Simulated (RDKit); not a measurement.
RDKit input (MMFF94):

```python
from rdkit import Chem
from rdkit.Chem import AllChem, rdDetermineBonds

mol = Chem.MolFromXYZFile('mol.xyz')
rdDetermineBonds.DetermineBonds(mol, charge=-1)
print('SMILES', Chem.MolToSmiles(Chem.RemoveHs(mol)))
ff = AllChem.MMFFGetMoleculeForceField(mol, AllChem.MMFFGetMoleculeProperties(mol))
e0 = ff.CalcEnergy()
flag = ff.Minimize(maxIts=5000, forceTol=1e-5)
print(f'energy {e0:.4f} -> {ff.CalcEnergy():.4f} kcal/mol, converged: {flag == 0}')
print(Chem.MolToXYZBlock(mol))
```
mol.xyz:
```
5

O      1.14207600    -0.57711700     0.03962100
C     -0.16899700     0.04002200    -0.00836400
O     -0.13209200     1.28601200     0.06261500
O     -1.09820300    -0.76284600    -0.11072700
H      1.71973000     0.19147500     0.11810800
```

Output:

```
SMILES O=C([O-])O
energy -80.9604 -> -89.9600 kcal/mol, converged: True
5

O      1.099478   -0.584782    0.036535
C     -0.094050   -0.009857   -0.006426
O      0.013684    1.237770    0.069071
O     -1.095989   -0.752043   -0.109992
H      1.539391    0.286458    0.112064
```

The dipole moment of an ion depends on the origin.

The geometry given is a B3LYP-D3(BJ)/def2-TZVP minimum.
